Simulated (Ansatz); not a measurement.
Be7⁻, relaxed as a doublet with UKS PBE0/def2-TZVPD in Ansatz, starting from the GFN1-xTB geometry. Force threshold 0.02 eV/Å.

The charge -1 doublet is spin-contaminated (final ⟨S²⟩ up to 1.63, 0.75 for a pure state). The relaxation made no stability test and no search for a lower SCF solution. Another isomer (doublet) lies 0.32 eV lower at PBE0/def2-TZVPD; other spin states weren't run for this one.

Start:

Cartesian coordinates in Å:
```
Be 1.1556 0.0944 1.5335
Be -1.1001 2.6618 -0.2650
Be 0.0819 1.5423 0.7984
Be 0.3495 -2.3897 -0.6138
Be -0.7954 -0.9986 -1.4252
Be 1.4194 -1.7890 0.9924
Be -1.1110 0.8787 -1.0203
```

Question: Estimate the energy that the relaxation releases and the steps that it takes.

Answer: 60.0 kcal/mol, in 29 steps; 1.8 min on 4 threads of Arm Neoverse V1 on a shared host. No frequencies were taken in this run, so the end may be a saddle point.

Question: Does the start keep its bonding?

Answer: Bonds formed: Be1–Be4, Be1–Be5, Be1–Be7, Be2–Be5, Be3–Be5 (atoms count from 1).

Question: Predict the relaxed structure.

Answer: 
```
atom   x (Å)   y (Å)   z (Å)
 Be1   0.288  -0.472   0.914
 Be2  -1.048   2.011  -1.093
 Be3   0.485   1.541   0.158
 Be4   0.749  -1.720  -0.739
 Be5  -0.347   0.045  -1.107
 Be6   1.157  -2.372   1.245
 Be7  -1.284   0.967   0.622
```
Bond lengths (bridged metal pairs left out): 13 × Be–Be 1.92 to 2.18 Å.
